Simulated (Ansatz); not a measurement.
`B[O][AlH][BH2]` + `O[SiH3]` → `[BH2][AlH][O][SiH3]` + `BO` at 700 K and 1 bar (ligand exchange at the Al–O bond).

Isolated molecules relaxed with PBE0-D4/def2-TZVP in Ansatz; ΔE leaves out vibrations. CCSD(T)/CBS adds triple-zeta CCSD(T) − MP2 to the extrapolated MP2 energy (def2 sets, frozen cores). This one scheme is used for every species. Each species was taken in one conformer, which may not be the lowest.

```
              species  CCSD(T)/CBS energy (Eh)  H − E (kJ/mol)  S (J/(mol·K))
     `B[O][AlH][BH2]`               -369.81639           208.9          451.0
            `O[SiH3]`               -366.69042           144.6          321.6
`[BH2][AlH][O][SiH3]`               -634.71196           229.0          508.1
                 `BO`               -101.80414           126.4          277.4
```

H − E and S are ideal-gas, rigid-rotor, harmonic terms from PBE0-D4/def2-TZVP, for one conformer and one mirror image of each species. 1 Eh = 2625.50 kJ/mol, R = 8.31446 J/(mol·K).

By hand: ΔE, ΔH, ΔS and ΔG.

ΔE = (-634.71196) + (-101.80414) − (-369.81639) − (-366.69042) = -0.00929 Eh = -24.4 kJ/mol. Δ(H − E) = 229.0 + 126.4 − 208.9 − 144.6 = 1.9, so ΔH = -22.5 kJ/mol. ΔS = 508.1 + 277.4 − 451.0 − 321.6 = 12.9 J/(mol·K). ΔG = -22.5 − 700 × (12.9)/1000 = -31.5 kJ/mol.

By hand: the equilibrium constant, and the temperature at which ΔG would vanish if ΔH and ΔS stayed fixed.

log₁₀ K = −ΔG/(RT ln 10) = 2.4. ΔH and −TΔS have one sign here, so there is no such temperature.

TΔS isn't small against ΔH here. A doubt of 5 kJ/mol in ΔE shifts log₁₀ K by 0.4 here. Other conformers and mirror images would add mixing entropy, several J/(mol·K) or more a flexible species. Modes under 60 cm⁻¹, often nearly free rotors, make the harmonic entropy too high. These are equilibria of isolated gas molecules and say nothing of rates. Largest T1 diagnostic: 0.014 (customary marks: 0.02 for closed shells, 0.045 for open ones).

ΔS is within the doubt of such terms, so its sign, and with it that verdict, could turn.
